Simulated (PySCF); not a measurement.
**HRuO + 2 HBr → H₃RuO + Br₂**

Level: PBE0 in the def2-TZVP basis family, computed in PySCF with density fitting; scalar-relativistic core potentials for atoms from Rb on, none lighter, no spin–orbit coupling; open shells unrestricted.

```
species                                                                                                              state and structure       E (Eh)  ZPE (kJ/mol)  H(298 K) − H(0) (kJ/mol)  S° (J/(mol K))
   HRuO                                                                           quartet, Cs, Ru–H 1.590 Å, Ru–O 1.672 Å; H–Ru–O 104.0°   -170.59274          21.7                      10.5           265.2
    HBr                                                                                                       singlet, C∞v, H–Br 1.421 Å  -2574.45811          16.0                       8.7           198.5
  H₃RuO  doublet, Cs, Ru–H 1.556 Å, Ru–H 1.594 Å (×2), Ru–O 1.635 Å; H–Ru–H 80.8° (×2), H–Ru–H 126.7°, H–Ru–O 107.0°, H–Ru–O 116.6° (×2)   -171.80047          64.8                      11.9           270.5
    Br₂                                                                                                      singlet, D∞h, Br–Br 2.281 Å  -5147.70672           2.0                       9.7           244.8
```

(1) What is the electronic reaction energy?

(2) Add zero-point, thermal and entropy terms for 298.15 K and 1 bar.

Results:

(1) At PBE0/def2-TZVP, ΔE = 4.6 kJ/mol from the differences of the total energies times 2625.5, uphill. 

(2) ΔZPE = 13.1 and Δ[H(298) − H(0)] = -6.3 kJ/mol give ΔH° = 11.4 kJ/mol. ΔS° = -146.9 J/(mol K), so ΔG° = 11.4 − 298.15 × (-0.1469) = 55 kJ/mol and log₁₀K = -9.7.

Open d or f shells are single determinants, so the state found may not be the ground state. Each species is the lowest minimum found with this bonding; other isomers or fragments can lie lower.
